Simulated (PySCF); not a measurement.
Species: CH₅FGe.
Cartesian coordinates in Å at the PBE0-D3(BJ)/def2-SVP level; atoms count from 1:
```
atom  x, y, z in Å
F1    -1.402    1.040    0.846
C2    -0.920    0.088   -0.022
Ge3    1.051    0.131   -0.020
H4    -1.283   -0.907    0.291
H5    -1.310    0.286   -1.035
H6     1.585   -0.947   -0.983
H7     1.531    1.518   -0.477
H8     1.562   -0.145    1.404
```

The calculation used PySCF, PBE0-D3(BJ)/def2-SVP geometry optimisation, gas phase.

Take the most abundant isotopes and a rigid rotor. 

Q: Give the principal moments of inertia and the rotational constants in cm⁻¹.

A: Ia = 19.25, Ib = 143.36, Ic = 153.06 u·Å²; 505379 MHz·u·Å²/I gives 26248, 3525 and 3302 MHz, that is A = 0.87553, B = 0.11759, C = 0.11014 cm⁻¹.

Q: Classify the top.

A: A near-prolate asymmetric top: κ = (2 × 3525 − 26248 − 3302)/(26248 − 3302) = -0.98.

Q: What does the inertial defect say?

A: Not planar: Δ = Ic − Ia − Ib = -9.56 u·Å². For a rigid frame Δ = −2 Σ m c², so Σ m c² = 4.78 u·Å² lies off the ab plane, practically all of it from hydrogen. The atom farthest from that plane is 1.26 Å away.

Q: Where do the levels up to J = 3 lie, in cm⁻¹?

A: Above 0(0,0):
J = 1: 1(0,1) 0.2277, 1(1,1) 0.9857, 1(1,0) 0.9931
J = 2: 2(0,2) 0.6831, 2(1,2) 1.4337, 2(1,1) 1.4560, 2(2,1) 3.7299, 2(2,0) 3.7299
J = 3: 3(0,3) 1.3661, 3(1,3) 2.1057, 3(1,2) 2.1504, 3(2,2) 4.4131, 3(2,1) 4.4133, 3(3,1) 8.2214, 3(3,0) 8.2214
Those of J = 1 are B + C, A + C and A + B.

Q: Predict some low-J microwave lines.

A: The dipole components are |μa| = 0.74 D, |μb| = 1.33 D, |μc| = 0.00 D; the mirror of this Cs structure is the ab plane, so μc vanishes by symmetry and there are no c-type lines. The squared components, which scale the intensities, stand as 0.31 : 1.00 (a : b). Some lines, for components of 0.1 D or more:

```
type  branch         J(Ka,Kc)    MHz  lower level (cm⁻¹)
   a       Q  2(1,1) ← 2(1,2)    670               1.434
   a       R  1(0,1) ← 0(0,0)   6827               0.000
   a       R  2(1,2) ← 1(1,1)  13431               0.986
   a       R  2(0,2) ← 1(0,1)  13653               0.228
   a       R  2(1,1) ← 1(1,0)  13878               0.993
   b       Q  1(1,0) ← 1(0,1)  22946               0.228
   b       Q  2(1,1) ← 2(0,2)  23171               0.683
   b       R  1(1,1) ← 0(0,0)  29550               0.000
   b       R  2(1,2) ← 1(0,1)  36154               0.228
   b       Q  2(2,0) ← 2(1,1)  68169               1.456
   b       Q  2(2,1) ← 2(1,2)  68838               1.434
   b       R  2(2,1) ← 1(1,0)  82045               0.993
   b       R  2(2,0) ← 1(1,1)  82270               0.986
```

No PBE0-D3(BJ)/def2-SVP frequencies stand behind this structure, so it isn't proved a minimum. No vibrational averaging or centrifugal distortion is included, and the geometry carries the error of its method. A rigid rotor knows nothing of internal rotation, which can split or shift real lines.
